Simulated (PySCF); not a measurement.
Question: Give a PBE0-D3(BJ)/def2-SVP geometry of InChI=1S/C8H9Cl2F/c1-5-3-2-4-6(11)7(5)8(9)10/h2-4,6-8H,1H3/t6-,7+/m1/s1.

Answer: 
Z-matrix in Å and degrees, rows numbered from 1:
```
C 
C   1  1.4925
C   2  1.3484  1  122.82
C   3  1.4599  2  122.50  1   175.54
C   4  1.3393  3  120.32  2    13.44
C   5  1.4942  4  118.44  3     6.03
F   6  1.3811  5  110.97  4  -160.05
C   2  1.5178  1  118.09  3   176.43
C   8  1.5383  2  114.57  1   -76.90
Cl  9  1.7901  8  111.23  2    79.95
Cl  9  1.7714  8  113.98  2   -45.34
H   1  1.1017  2  110.68  3  -116.13
H   1  1.0987  2  111.18  3     4.63
H   1  1.1029  2  111.29  3   125.81
H   3  1.0936  2  119.03  1    -1.28
H   4  1.0927  3  118.80  2  -165.58
H   5  1.0923  4  123.44  3  -179.41
H   6  1.1084  5  108.09  4    83.23
H   8  1.1018  2  109.27  1    39.06
H   9  1.0946  8  108.88  2  -164.29
```

The C–C distances run from 1.339 Å (C4=C5, drawn double) to 1.538 Å (C8–C9, drawn single), a spread of 0.199 Å. Of the pairs four or more bonds apart, F7···H20 is among the closest relative to their van der Waals radii: 2.23 Å, 84 % of the sum of Bondi's values. The 6-membered ring C2–C3–C4–C5–C6–C8 has internal angles of 110.6° to 122.5°; it is puckered, 0.16 Å rms from its mean plane, widest ring torsion 45°.

Method: PBE0-D3(BJ)/def2-SVP geometry optimisation, gas phase (PySCF).

Point group: C1 (no symmetry element, even within 0.4 Å). Stationary, but not proved a minimum. One conformer, not necessarily the lowest (C6–C8–C9–Cl10 -153°, C2–C3–C4–C5 13°, C4–C5–C6–F7 -160°, C5–C6–C8–C9 -84°, C1–C2–C8–C6 156°).
